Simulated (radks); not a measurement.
The numbers below are computed, except where a source is named.
Ionisation of the gold ion Au2+, [Xe] 4f14 5d9, to Au3+, [Xe] 4f14 5d8, under several functionals. Dirac Kohn-Sham, spin-unpolarised, spherical densities, finite nucleus; open shells fill j = l - 1/2 first; a radial shooting solver on a logarithmic mesh with Libxc functionals.

LDA (Slater exchange, VWN5 correlation): E(Au2+) (hartree) -19032.1619; Exc (hartree) -354.1559; IE (eV) 33.378; -e(HOMO) (eV) 26.897; <r> HOMO (bohr) 1.523; IE error (eV) +3.378
PW91: E(Au2+) (hartree) -19044.5002; Exc (hartree) -366.6158; IE (eV) 33.163; -e(HOMO) (eV) 26.681; <r> HOMO (bohr) 1.522; IE error (eV) +3.163
BLYP: E(Au2+) (hartree) -19043.7227; Exc (hartree) -365.8079; IE (eV) 32.964; -e(HOMO) (eV) 26.495; <r> HOMO (bohr) 1.527; IE error (eV) +2.964
exchange-only B88: E(Au2+) (hartree) -19039.4924; Exc (hartree) -361.5467; IE (eV) 31.897; -e(HOMO) (eV) 25.459; <r> HOMO (bohr) 1.531; IE error (eV) +1.897
PBE: E(Au2+) (hartree) -19042.6946; Exc (hartree) -364.7910; IE (eV) 33.083; -e(HOMO) (eV) 26.602; <r> HOMO (bohr) 1.521; IE error (eV) +3.083

NIST Atomic Spectra Database: 30 eV (theoretical). Closest: exchange-only B88. The Delta-SCF values span 1.48 eV, the total energies 12.34 hartree. The highest occupied level is 5d5/2. Spin polarisation and multiplet splitting are left out, so open shells lie too high by an amount that depends on their filling.

Beside tabulated values, note that spin-unpolarised runs miss the spin-polarisation part of the exchange energy of open shells.
